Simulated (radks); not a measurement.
Results of a calculation; reference values are marked as such.
Q: These are the eigenvalues of the occupied orbitals of an atom or ion with whole-number occupations (hartree). Code: a radial shooting solver on a logarithmic mesh with Libxc functionals. Model: scalar-relativistic Kohn-Sham, LDA (Slater exchange, Perdew-Wang correlation), spin-polarised, spherical densities, finite nucleus; Fermi nuclear charge, rms radius of each element as measured or else 0.836 A^(1/3) + 0.57 fm.

1s: -11.24411
2s: -1.47621

Which element is it, and in what charge state? The configuration may be excited. Open shells, if any, are filled with parallel spins first.

A: Z = 6, carbon, charge +2: C2+ in [He] 2s2. The 1s level, -11.244 hartree, gives Z - s = 4.7 by -(Z - s)^2/2, which with screening and relativity narrows Z to a few neighbours, and with so few levels the electron count can be read from the list.
